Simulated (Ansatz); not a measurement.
Reaction (ligand exchange at the Si–O bond): `COB(C)O[SiH3]` + `[OH][SnH3]` → `[SiH3][O][SnH3]` + `COB(C)O`

Isolated molecules relaxed with PBE0-D4/def2-TZVP in Ansatz; ΔE leaves out vibrations. CCSD(T)/CBS is the MP2 limit (def2-TZVPP, def2-QZVPP) plus CCSD(T) − MP2 in def2-TZVPP, frozen cores. Functionals use def2-TZVPP. B3LYP here is the variant with VWN-RPA as its local correlation; programs differ in this. def2 core potentials past Kr. For Sn outer-core shells are correlated without core-valence functions, which leaves a few kJ/mol of doubt a bond. One conformer a species, not always the lowest.

```csv
level,ΔE (kJ/mol),difference from CCSD(T)/CBS
PBE-D4,-15.1,3.0
r2SCAN-D4,-17.1,1.0
PBE0-D4,-16.9,1.2
B3LYP-D4,-15.6,2.5
ωB97M-V,-17.9,0.2
PBE,-16.2,1.9
r2SCAN,-17.8,0.3
PBE0,-18.0,0.1
B3LYP,-17.2,0.9
HF/def2-TZVPP,-22.2,-4.1
CCSD(T)/def2-TZVPP,-18.8,-0.7
HF/def2-QZVPP,-22.5,-4.4
MP2/def2-QZVPP,-18.9,-0.8
SCS-MP2/def2-QZVPP,-19.3,-1.2
MP2/CBS(def2),-18.5,-0.4
CCSD/CBS(def2),-18.8,-0.7
CCSD(T)/CBS,-18.1,0
```

Largest T1 diagnostic among the species: 0.014.

In def2-TZVPP, CCSD(T) changes the Hartree–Fock value by +3.5 kJ/mol (the triples alone add +0.7 kJ/mol) and MP2 by +3.1 kJ/mol.
